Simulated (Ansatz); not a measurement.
Start from `[OH][Zn-]1[O]C(C(F)(F)F)=CC(C(F)(F)F)=[O+]1` and change one atom or group to get `FC(F)(F)C1=CC(C(F)(F)F)=[O+][B-](Cl)(Cl)O1`.

Ansatz, PBE0-D4/def2-TZVP geometries, multiplicity 1. Each molecule was computed in one conformer, which needn't be the lowest.

Scalar relativity is left out up to krypton.

| property | `[OH][Zn-]1[O]C(C(F)(F)F)=CC(C(F)(F)F)=[O+]1` |
| --- | --- |
| HOMO–LUMO gap (PBE/def2-TZVPP) / eV | 2.71 |
| HOMO–LUMO gap (B3LYP/def2-TZVPP) / eV | 4.59 |
| HOMO energy (B3LYP/def2-TZVPP) / eV | -7.94 |
| LUMO energy (ωB97M-V/def2-TZVPP) / eV | -1.02 |
| LUMO energy (PBE/def2-TZVPP) / eV | -3.92 |
| LUMO energy (PBE0/def2-TZVPP) / eV | -3.14 |

(1) What does the change do to each property? (An estimate is asked.)

Answers

(1) Computed: 
| property | `FC(F)(F)C1=CC(C(F)(F)F)=[O+][B-](Cl)(Cl)O1` | shift |
| --- | --- | --- |
| HOMO–LUMO gap (PBE/def2-TZVPP) / eV | 2.32 | -0.39 |
| HOMO–LUMO gap (B3LYP/def2-TZVPP) / eV | 3.90 | -0.69 |
| HOMO energy (B3LYP/def2-TZVPP) / eV | -8.21 | -0.27 |
| LUMO energy (ωB97M-V/def2-TZVPP) / eV | -1.99 | -0.97 |
| LUMO energy (PBE/def2-TZVPP) / eV | -4.80 | -0.88 |
| LUMO energy (PBE0/def2-TZVPP) / eV | -4.11 | -0.97 |

With PBE0 the HOMO falls by 0.31 eV and the LUMO falls by 0.97 eV, so the gap narrows by about 0.66 eV. PBE moves the HOMO by -0.49 eV and ωB97M-V by -0.29 eV.

B3LYP here is the variant with VWN-RPA as its local correlation; programs differ in this.
